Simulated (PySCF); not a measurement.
Al(OSiH3)2 (AlH₆O₂Si₂), SMILES [SiH3][O][Al][O][SiH3], multiplicity 2. Atoms are numbered in the order given.

```xyz
11

Al    -0.2377    -0.9412    -0.1883
O     -1.2701     0.0029     0.7784
Si    -2.4076     0.7042     1.7510
H     -2.9320    -0.2842     2.7394
H     -3.5481     1.2059     0.9297
H     -1.8106     1.8507     2.4955
O      1.1860    -0.2737    -0.8377
Si     2.6130     0.0842    -1.5913
H      3.1172    -1.0964    -2.3540
H      3.6415     0.4719    -0.5825
H      2.4194     1.2167    -2.5427
```
Charge 0, spin multiplicity 2.

The structure is a stationary point at B3LYP-D3(BJ)/def2-SVP. The spin state was assumed, not searched. The isomer is the one that the SMILES or the coordinates give; other isomers of the formula were not compared. Other conformers were not sampled.

Method: B3LYP/pcH-1 in PySCF.

Unrestricted Kohn–Sham, ⟨S²⟩ = 0.751. Hyperfine tensors hold the contact and dipolar terms, without spin-orbit corrections.

### Question
Estimate the hyperfine couplings. (Estimate from the structure and the level; the computed values follow.)

### Answer

| nucleus | A(iso) (MHz) | A(iso) (G) | dipolar principal values (MHz) |
|---|---|---|---|
| 27Al no. 1 | 1555.1 | 554.9 | -40.2, -34.3, 74.6 |
| 17O no. 2 | -106.5 | -38.0 | -19.7, 8.5, 11.2 |
| 29Si no. 3 | -7.9 | -2.8 | -4.3, 2.0, 2.3 |
| 1H no. 4 | -1.3 | -0.5 | -1.2, -0.9, 2.1 |
| 1H no. 5 | -0.1 | 0.0 | -1.1, -0.8, 1.8 |
| 1H no. 6 | 5.8 | 2.1 | -1.0, -0.6, 1.6 |
| 17O no. 7 | -104.5 | -37.3 | -20.3, 8.8, 11.5 |
| 29Si no. 8 | -7.0 | -2.5 | -4.1, 2.0, 2.2 |
| 1H no. 9 | -1.3 | -0.4 | -1.2, -1.0, 2.2 |
| 1H no. 10 | 2.6 | 0.9 | -1.0, -0.7, 1.7 |
| 1H no. 11 | 2.9 | 1.0 | -1.0, -0.7, 1.7 |
